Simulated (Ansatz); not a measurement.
Reaction (formal exchange of groups at the Sn–N bond): `[NH2][SnH2][NH2]` + `C#COC(C)F` → `C#C[O][SnH2][NH2]` + `CC(N)F`

Isolated molecules relaxed with PBE0-D4/def2-TZVP in Ansatz; ΔE leaves out vibrations. CCSD(T)/CBS adds triple-zeta CCSD(T) − MP2 to the extrapolated MP2 energy (def2 sets, frozen cores). Functionals use def2-TZVPP. B3LYP here is the variant with VWN-RPA as its local correlation; programs differ in this. def2 core potentials past Kr. For Sn outer-core shells are correlated without core-valence functions, which leaves a few kJ/mol of doubt a bond. Each species was taken in one conformer, which may not be the lowest.

Problem. Is it downhill or uphill in electronic energy at CCSD(T)/CBS, and by how much? (Estimate.)

Solution. Computed: Downhill: ΔE = -0.85 eV.

Problem. What do these levels give: ωB97X-V, PBE0, B3LYP, SCS-MP2/def2-TZVPP, MP2/CBS(def2), CCSD/CBS(def2)? (Best estimate.)

Solution. The calculation gave: ωB97X-V -0.87, PBE0 -0.88, B3LYP -0.89, SCS-MP2/def2-TZVPP -0.84, MP2/CBS(def2) -0.88, CCSD/CBS(def2) -0.85 eV.

Largest T1 diagnostic among the species: 0.014.
